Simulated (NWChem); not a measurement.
System: C₄H₃NOS; SMILES O=Cc1cncs1

```xyz
10

O     -0.2366     2.6539     0.0000
C      0.6354     1.8210     0.0000
C      0.4086     0.3775     0.0000
C      1.3453    -0.6351     0.0000
N      0.8537    -1.8982     0.0000
C     -0.4495    -1.8714     0.0000
S     -1.1747    -0.3100     0.0000
H      1.7186     2.1023     0.0000
H      2.4254    -0.4686     0.0000
H     -1.0715    -2.7704     0.0000
```
Atoms are numbered in this order, from 1.

Results from NWChem. Pople sets run with spherical d functions. All runs use the structure optimised with PBE0/def2-SVP. Total energies compare along this basis series because the functional is fixed.

```json
[
 {"level": "CAM-B3LYP/STO-3G", "basis functions": "42", "energy (Ha)": "-674.1201", "highest occupied level (eV)": "(withheld)", "orbital gap (eV)": "(withheld)", "dipole (D)": "(withheld)"},
 {"level": "CAM-B3LYP/3-21G", "basis functions": "73", "energy (Ha)": "-678.6586", "highest occupied level (eV)": "-8.88", "orbital gap (eV)": "7.95", "dipole (D)": "1.37"},
 {"level": "CAM-B3LYP/6-31G*", "basis functions": "108", "energy (Ha)": "-682.2173", "highest occupied level (eV)": "-8.87", "orbital gap (eV)": "7.95", "dipole (D)": "1.63"},
 {"level": "CAM-B3LYP/6-31+G*", "basis functions": "136", "energy (Ha)": "-682.2330", "highest occupied level (eV)": "-9.16", "orbital gap (eV)": "7.85", "dipole (D)": "1.72"},
 {"level": "CAM-B3LYP/6-311G**", "basis functions": "152", "energy (Ha)": "-682.3266", "highest occupied level (eV)": "-9.06", "orbital gap (eV)": "7.92", "dipole (D)": "1.63"},
 {"level": "CAM-B3LYP/6-311++G**", "basis functions": "183", "energy (Ha)": "-682.3354", "highest occupied level (eV)": "-9.20", "orbital gap (eV)": "7.83", "dipole (D)": "1.72"}
]
```

**Question.** Fill in the missing entries.

**Answer.** 
- CAM-B3LYP/STO-3G, highest occupied level (eV): -6.15
- CAM-B3LYP/STO-3G, orbital gap (eV): 8.09
- CAM-B3LYP/STO-3G, dipole (D): 0.64
